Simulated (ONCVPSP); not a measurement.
**Before and after: ONCV potential for molybdenum (Mo)**

ONCVPSP 4.0.1 input, shortened (lines: element, Z, core and valence counts, functional; n l f; lmax; l rc ep ncon nbas qcut; lloc lpopt rc5 dvloc0; l nproj debl; icmod fcfact rcfact), PW91, fully relativistic:

```
  Mo 42.00    8    2  -109134      upf
    1    0    2.00
    2    0    2.00
    2    1    6.00
    3    0    2.00
    3    1    6.00
    3    2   10.00
    4    0    2.00
    4    1    6.00
    4    2    5.00
    5    0    1.00
    3
    0    3.20    0.00    5    8    2.20
    1    2.55    0.18    3    7    3.40
    2    2.50    0.00    5    9    6.40
    3    3.25    0.32    3    7    3.90
    4    5    2.15    6.00
    0    2    3.00
    1    3    2.30
    2    1    2.00
    3    2    3.20
    0    0.00    0.00
```

Open shells are filled in proportion to 2j + 1.

Change: all radii scaled by about 1.31 (s 4.20, p 3.34, d 3.28, f 4.26 bohr); local potential polynomial inside 2.82 bohr (lpopt 5, dvloc0 6 Ha). In the p channel the program set the typed energies aside and used 0.050, 2.350, 4.650 Ha (j = l + 1/2; the other j can differ).

Cutoffs: the cutoffs (Ha) at which the residual kinetic energy of the hardest occupied pseudo-wave falls to 1 and 0.1 mHa per electron; they do not see the model core or the augmentation charge, which bear on the density cutoff. Errors are all-electron minus pseudo energies relative to the spin-unpolarised reference configuration.

Question: How do hardness, ghosts and transferability respond?

Answer: The potential gets softer (15 Ha and 17 Ha → 11 Ha and 13 Ha); the bound ghost in p disappears; of the 4 tests that both files solve, the error grows in 2 and shrinks in 2 by more than 15 % and 0.3 meV (median size 29.9 → 86.8 meV). A larger radius leaves more room for a smooth pseudo-wave, so fewer plane waves are needed.

| quantity | base | changed |
| --- | --- | --- |
| cutoff, loose | 15 Ha | 11 Ha |
| cutoff, tight | 17 Ha | 13 Ha |
| loose cutoff by channel | s 2.9 Ha, d 15 Ha | s 1.9 Ha, d 11 Ha |
| bound ghosts | p1/2 | none |
| GHOST(+) flags under 300 eV | p3/2 at 35.6 eV | s at 56.4 eV |
| error for 4d5 5s0, meV [ΔE 6.94 eV] | +11 | +8.0 |
| error for 4d4 5s0, meV [ΔE 22.47 eV] | +23 | -157 |
| error for 4d3 5s0, meV [ΔE 49.27 eV] | -64 | -422 |
| error for 4d4 5s1, meV [ΔE 8.12 eV] | -36 | -17 |

Base: The cutoffs count occupied waves only; projector 3 of the p channel, the hardest unoccupied one, needs 55 Ha at the loose tolerance. A true bound ghost makes a file unfit for plane-wave use even where its test errors are small: the radial tests pick states by their node count and pass the ghost by.
